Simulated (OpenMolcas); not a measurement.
Pd4+ among 4 point charges of -2 e arranged as a tetrahedron (Td).

```yaml
Program: OpenMolcas
Method: CASSCF
Basis: ANO-RCC-VDZP [6s5p3d1f]
Scalar_Hamiltonian: DKH2, point nucleus
Active_space: 6 electrons in 5 orbitals (4d)
State_averaging: 2S+1 = 5 even, 5 roots; 2S+1 = 3 even, 45 roots; 2S+1 = 1 even, 50 roots
Spin-orbit_coupling: state interaction with AMFI integrals over the reference wave functions
```

All point charges move together. At R = 2.1 Å the first state of the same spin is 1969 cm-1, and at R = 2.39 Å it is 1097 cm-1.

A third run gives 1600 cm-1. What distance was it run at?

With a power law R^-n the two known points give n = -ln(1097 / 1969) / ln(2.39 / 2.1) = 4.52. Then R = 2.1 × (1969 / 1600)^(1/4.52) = 2.199 Å. The run was at 2.2 Å, so the estimate is off by -0.001 Å.

An orbital doublet at a regular site is open to a Jahn-Teller distortion, which this geometry leaves out. Without dynamic correlation the repulsion within the d shell is too large (B by tens of per cent), so at a given field states of lower spin stand too high. Point charges give a weaker field than real ligands, and real ions of this kind are as a rule low spin; the high spin found here belongs to the model. The ground term spreads over less than 5000 cm-1, several times less than with real ligands, so orbital moments are less quenched and χT lies further from the spin-only value than at real sites. Spin-orbit coupling mixes the spin-free states strongly: the lowest level takes only 69 % from its leading state, 5E (holds for R = 2.39). Point charges carry no covalency, so the field is a model and not that of real ligands. No measured value stands beside these numbers.
